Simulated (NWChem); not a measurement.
Species: InHClF; SMILES [F][InH][Cl]

Computed with NWChem. All runs use the structure optimised with PBE-D3(BJ)/def2-SVP (def2 core potentials past Kr).

**Question.** What does the run give for TPSS/STO-3G (all-electron, non-relativistic)? Quantities: highest occupied level (eV); orbital gap (eV); dipole (D).

**Answer.** 
| Item | Result |
|---|---|
| highest occupied level (eV) | -3.10 |
| orbital gap (eV) | 4.09 |
| dipole (D) | 2.79 |
